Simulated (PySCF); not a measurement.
## A thermochemical cycle for CsRb

CCSD(T) in PySCF with def2-SVPD on every atom (core potentials on Rb, Cs), for the lowest determinant that a PBE0 search found; no spin–orbit coupling. CsRb, a singlet (closed shell), has De = 0.36 eV to neutral atoms, and CsRb⁺, a doublet (σ ↑), has De = 0.51 eV to Cs⁺ + Rb.

At the same level the Cs atom ionises at 3.78 eV.

Problem. What is the adiabatic ionisation energy of the molecule, and does ionisation strengthen or weaken the bond?

Solution. IE = IE(Cs) + De(neutral) − De(ion) = 3.78 + 0.36 − 0.51 = 3.63 eV. De changes by +0.15 eV, so ionisation strengthens the bond.

Correlated steps freeze no core orbitals. Weak bonds: CsRb. Basis-set superposition, not corrected here, can be much of De in a small basis, most of all at correlated wavefunction levels. Spin–orbit coupling is left out. For an ion De counts to the pair picked by the measured ionisation energies or electron affinities, which need not be the lowest pair at this level. Where the molecule has an RHF reference, its open-shell atoms are computed with UHF. States were picked by a PBE0 search and need not be the measured ground states.
